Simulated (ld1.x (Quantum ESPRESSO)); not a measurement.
**Ga, TM: configuration errors across variants**

Ga (Z = 31), norm-conserving Troullier–Martins (Kleinman–Bylander form), made with ld1.x (Quantum ESPRESSO) 7.5 (PBEsol, fully relativistic). Core [Ar], reference 3d10 4s2 4p1. Waves: 4s (bound): rc 1.50 bohr; 4p (bound): rc 1.80 bohr; 3d (bound): rc 0.90 bohr; 4f channel at 0.05 Ry: rc 1.65 bohr. Local part: all-electron potential smoothed inside 1.15 bohr (lloc = -2). Core correction: none.

Open shells are filled in proportion to 2j + 1 (rel_dist='average').

All-electron excitation energies from the reference (eV): (1) 3d10 4s2 4p0 5.681; (2) 3d10 4s1 4p0 26.817; (3) 3d10 4s0 4p0 57.938; (4) 3d9 4s2 4p1 27.709; (5) 3d10 4s0 4p3 13.386; (6) 3d10 4s1 4p1 13.084; (7) 3d9 4s0 4p0 121.782.

3 further variants failed, have other tests or another functional or relativity, and are left out.

Errors AE − PS in meV (a dash: test not solved or not reliable):

| change | (1) | (2) | (3) | (4) | (5) | (6) | (7) | bound ghosts |
| --- | --- | --- | --- | --- | --- | --- | --- | --- |
| base | +0.4 | +7.7 | +23 | -4.5 | +6.9 | +5.1 | +98 | none |
| local potential the s channel | -0.8 | -3.0 | +20 | -622 | +1.3 | -0.4 | -390 | none |
| wave 4f channel at 0.05 Ry: rc 1.65 bohr becomes 4f channel at 0.26 Ry: rc 1.65 bohr | +0.4 | +7.7 | +23 | -4.5 | +6.9 | +5.1 | +98 | none |
| wave 3d (bound): rc 0.90 bohr becomes 3d (bound): rc 1.12 bohr | +0.4 | +9.3 | +31 | +27 | +7.9 | +5.6 | +98 | none |
| local potential all-electron potential smoothed inside 1.72 bohr (lloc = -2) | -0.5 | -0.9 | +21 | -367 | +5.4 | +2.4 | -111 | none |
| wave 4s (bound): rc 1.50 bohr becomes 4s (bound): rc 2.26 bohr | +0.7 | +10 | -10 | +160 | -12 | +3.1 | -78 | none |
| core correction a·sin(br)/r model core inside 1.02 bohr | +0.5 | -1.6 | -66 | -36 | -2.2 | +2.4 | -166 | none |
| wave 4f channel at 0.05 Ry: rc 1.65 bohr becomes 4f channel at 0.05 Ry: rc 1.44 bohr | +0.4 | +7.7 | +23 | -4.5 | +6.9 | +5.1 | +98 | none |

Q: Give the same row for: wave 4p (bound): rc 1.80 bohr becomes 4p (bound): rc 2.52 bohr.

A: +0.1, +5.7, +18, +0.5, +13, +6.1, +87; bound ghosts: none.
